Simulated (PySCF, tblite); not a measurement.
Species: C6H11PS.
Cartesian coordinates in Å at the GFN2-xTB level; atoms count from 1:
```
atom  x, y, z in Å
C1     2.368   -0.891   -0.190
C2     1.687    0.395   -0.654
C3     0.231    0.331   -0.428
C4    -0.829    1.032   -0.004
C5    -1.221    2.364    0.487
P6    -1.304   -0.611   -0.612
C7    -1.530   -1.787    0.784
S8    -2.236   -1.022   -2.266
H9     1.935   -1.747   -0.705
H10    3.433   -0.858   -0.404
H11    2.232   -1.028    0.880
H12    1.866    0.532   -1.725
H13    2.096    1.261   -0.126
H14   -1.658    2.287    1.483
H15   -0.355    3.025    0.523
H16   -1.974    2.794   -0.174
H17   -1.211   -2.774    0.450
H18   -0.952   -1.467    1.647
H19   -2.592   -1.828    1.026
```

Computed, not measured: PBE0/pcSseg-1 in PySCF (dipole) on a GFN2-xTB geometry, gas phase.

Masses are those of the commonest isotopes; rigid-rotor values at the optimised geometry. The values belong to one conformer with, in the numbering `[CH3:1][CH2:2][C:3]1=[C:4]([CH3:5])[P@@:6]1([CH3:7])=[S:8]`, C1–C2–C3–C4 138°.

**Question.** What are A, B and C (MHz)?

**Answer.** Ia = 318.34, Ib = 494.31, Ic = 598.36 u·Å²; 505379 MHz·u·Å²/I gives A = 1588, B = 1022, C = 844.6 MHz.

**Question.** Classify the top.

**Answer.** An asymmetric top; Ray's κ = -0.521.

**Question.** Is it planar, by Δ = Ic − Ia − Ib?

**Answer.** Not planar: Δ = Ic − Ia − Ib = -214.29 u·Å². For a rigid frame Δ = −2 Σ m c², so Σ m c² = 107.15 u·Å² lies off the ab plane: 24.16 from hydrogen and 82.98 from heavier atoms. The atom farthest from that plane is 2.56 Å away.

**Question.** Give the other two planar moments, Paa and Pbb, and the rms extents of the mass along the axes.

**Answer.** Paa = Σ m a² = (Ib + Ic − Ia)/2 = 387.16 and Pbb = Σ m b² = (Ia + Ic − Ib)/2 = 211.19 u·Å². With the mass M = 146.03 u, the rms extents √(P/M) along a, b and c are 1.63, 1.20, 0.86 Å.

**Question.** Where do the levels up to J = 2 lie, in cm⁻¹?

**Answer.** Above 0(0,0):
J = 1: 1(0,1) 0.0623, 1(1,1) 0.0811, 1(1,0) 0.0871
J = 2: 2(0,2) 0.1856, 2(1,2) 0.1998, 2(1,1) 0.2175, 2(2,1) 0.2741, 2(2,0) 0.2753
The levels of one J sum to (2J + 1)J(J + 1)(A + B + C)/3.

**Question.** Which lines would a microwave search look for?

**Answer.** The dipole components are |μa| = 4.46 D, |μb| = 1.46 D, |μc| = 2.38 D. Intensities carry the squares of the components, which stand as 1.00 : 0.11 : 0.29 (a : b : c). Some lines, for components of 0.1 D or more:

| type | branch | J(Ka,Kc) | MHz | lower level (cm⁻¹) |
| --- | --- | --- | --- | --- |
| b | Q | 1(1,0) ← 1(0,1) | 743 | 0.062 |
| b | Q | 5(2,3) ← 5(1,4) | 1784 | 0.990 |
| c | Q | 4(4,1) ← 4(3,1) | 4495 | 0.823 |
| a | R | 3(1,3) ← 2(1,2) | 5314 | 0.200 |
| b | R | 4(1,3) ← 3(2,2) | 6283 | 0.461 |
| c | R | 3(1,2) ← 2(0,2) | 6799 | 0.186 |
| a | R | 4(0,4) ← 3(0,3) | 7173 | 0.368 |
| a | R | 4(2,3) ← 3(2,2) | 7440 | 0.461 |
| a | R | 4(3,2) ← 3(3,1) | 7528 | 0.571 |
| b | R | 3(3,0) ← 2(2,1) | 8896 | 0.274 |
| a | R | 5(3,3) ← 4(3,2) | 9418 | 0.822 |
| b | R | 5(2,3) ← 4(1,4) | 13105 | 0.612 |
| c | R | 5(5,1) ← 4(4,1) | 15227 | 0.973 |

Its GFN2-xTB frequencies are all real (lowest 28 cm⁻¹). These are rigid-rotor constants of the computed structure; measured ground-state constants (B0) also hold zero-point vibration. A rigid rotor knows nothing of internal rotation, which can split or shift real lines.
